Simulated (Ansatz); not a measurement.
Computed with PBE-D3(BJ)/def2-TZVP in Ansatz (a program for electronic structure). No frequencies were computed at this level.

Ansatz 0.2 input:
```yaml
crystal:
  periodic: [false, false, false]
  atoms:
    - { symbol: C, position_ang: [-0.97373, -0.276146, -0.060248] }
    - { symbol: C, position_ang: [0.306907, 0.560684, -0.026225] }
    - { symbol: C, position_ang: [1.464705, -0.277978, 0.156793] }
    - { symbol: N, position_ang: [2.373989, -0.955001, 0.302337] }
    - { symbol: H, position_ang: [-0.939749, -0.991689, -0.87877] }
    - { symbol: H, position_ang: [-1.095396, -0.824642, 0.87114] }
    - { symbol: H, position_ang: [-1.835989, 0.37172, -0.198788] }
    - { symbol: H, position_ang: [0.271377, 1.280512, 0.796729] }
    - { symbol: H, position_ang: [0.427885, 1.112538, -0.962968] }
basis:
  gaussian: { orbitals: def2-tzvp }
hamiltonian:
  xc: pbe
  dispersion: d3bj
relax:
  max_steps: 150
```

Output:

```
Functional definition: PBE
915 factors; their error is unknown
mean field evaluation 1: about -4666.0786 eV, gradient 7.2e1 eV
mean field evaluation 2: about -4652.3490 eV, gradient 1.0e2 eV
mean field evaluation 4: about -4677.4445 eV, gradient 1.2e1 eV
mean field evaluation 8: about -4677.7570 eV, gradient 1.5e-1 eV
mean field evaluation 16: about -4677.7271 eV, gradient 3.5e-4 eV
mean field -4677.72707551 eV, -171.9032993476 hartree, gradient 3.6e-5 eV, S^2 0.000000; 0 other end points of the search recorded, 0 dependent functions left out
reference -4677.72710907 eV, -171.9033005810 hartree; 15, 15 occupied and 139, 139 virtual orbitals, 915 factors
relax step   1: F+E_penalty+E_count = -4677.87705217 eV  Δ(F+E_penalty+E_count) = +0.000e0 eV  max|allowed force component| = 1.918e0 eV/Å  Δτ_max = 0.0000 Å  (28 SCF iters, accepted)
these checks for a lower state are left out or cut short: starts, cluster_reference, orbital_swaps, neighbouring_geometries, increment
915 factors; their error is unknown
mean field -4677.76900183 eV, -171.9048401116 hartree, gradient 2.0e-5 eV, S^2 0.000000; 0 other end points of the search recorded, 0 dependent functions left out
reference -4677.76903560 eV, -171.9048413525 hartree; 15, 15 occupied and 139, 139 virtual orbitals, 915 factors
relax step   2: F+E_penalty+E_count = -4677.91761686 eV  Δ(F+E_penalty+E_count) = -4.056e-2 eV  max|allowed force component| = 2.194e-1 eV/Å  Δτ_max = 0.0455 Å  (31 SCF iters, accepted)
these checks for a lower state are left out or cut short: starts, cluster_reference, orbital_swaps, neighbouring_geometries, increment
915 factors; their error is unknown
mean field evaluation 32: about -4677.7710 eV, gradient 2.0e-5 eV
mean field -4677.77101423 eV, -171.9049140660 hartree, gradient 2.0e-5 eV, S^2 0.000000; 0 other end points of the search recorded, 0 dependent functions left out
reference -4677.77104805 eV, -171.9049153087 hartree; 15, 15 occupied and 139, 139 virtual orbitals, 915 factors
relax step   3: F+E_penalty+E_count = -4677.91929277 eV  Δ(F+E_penalty+E_count) = -1.676e-3 eV  max|allowed force component| = 6.711e-2 eV/Å  Δτ_max = 0.0097 Å  (33 SCF iters, accepted)
these checks for a lower state are left out or cut short: starts, cluster_reference, orbital_swaps, neighbouring_geometries, increment
915 factors; their error is unknown
mean field -4677.77109956 eV, -171.9049172016 hartree, gradient 2.0e-5 eV, S^2 0.000000; 0 other end points of the search recorded, 0 dependent functions left out
reference -4677.77113337 eV, -171.9049184443 hartree; 15, 15 occupied and 139, 139 virtual orbitals, 915 factors
relax step   4: F+E_penalty+E_count = -4677.91935117 eV  Δ(F+E_penalty+E_count) = -5.840e-5 eV  max|allowed force component| = 1.631e-2 eV/Å  Δτ_max = 0.0010 Å  (34 SCF iters, accepted)
these checks for a lower state are left out or cut short: starts, cluster_reference, orbital_swaps, neighbouring_geometries, increment
915 factors; their error is unknown
mean field -4677.77110095 eV, -171.9049172529 hartree, gradient 2.0e-5 eV, S^2 0.000000; 0 other end points of the search recorded, 0 dependent functions left out
reference -4677.77113477 eV, -171.9049184955 hartree; 15, 15 occupied and 139, 139 virtual orbitals, 915 factors
relax step   5: F+E_penalty+E_count = -4677.91935828 eV  Δ(F+E_penalty+E_count) = -7.107e-6 eV  max|allowed force component| = 1.202e-3 eV/Å  Δτ_max = 0.0005 Å  (34 SCF iters, accepted)
915 factors; their error is unknown
mean field evaluation 64: about -4677.7708 eV, gradient 4.9e-1 eV
mean field -4677.77110095 eV, -171.9049172529 hartree, gradient 2.0e-5 eV, S^2 0.000000; 1 other end points of the search recorded, 0 dependent functions left out
reference -4677.77113477 eV, -171.9049184955 hartree; 15, 15 occupied and 139, 139 virtual orbitals, 915 factors
Total energy: -4677.91939209 eV, -171.9103668516 hartree
Atom 0 at    -0.988149    -0.277563    -0.061396 Å, force     0.000836     0.000054     0.000067 eV/Å
Atom 1 at     0.306501     0.548699    -0.025119 Å, force    -0.000649     0.000032    -0.000063 eV/Å
Atom 2 at     1.494769    -0.277785     0.159468 Å, force    -0.000089     0.000962    -0.000087 eV/Å
Atom 3 at     2.429185    -0.954348     0.307176 Å, force     0.000045    -0.001202     0.000103 eV/Å
Atom 4 at    -0.968140    -1.000511    -0.886940 Å, force    -0.000233    -0.000335    -0.000003 eV/Å
Atom 5 at    -1.124917    -0.832252     0.875724 Å, force    -0.000232    -0.000332     0.000027 eV/Å
Atom 6 at    -1.850561     0.387342    -0.201572 Å, force    -0.000026    -0.000350     0.000030 eV/Å
Atom 7 at     0.272774     1.286795     0.791976 Å, force     0.000159     0.000600     0.000024 eV/Å
Atom 8 at     0.428537     1.119621    -0.959316 Å, force     0.000190     0.000571    -0.000099 eV/Å
Dipole moment:    -0.709099     0.444079    -0.105466 e Å
```

Cost: roughly 19 core-seconds.
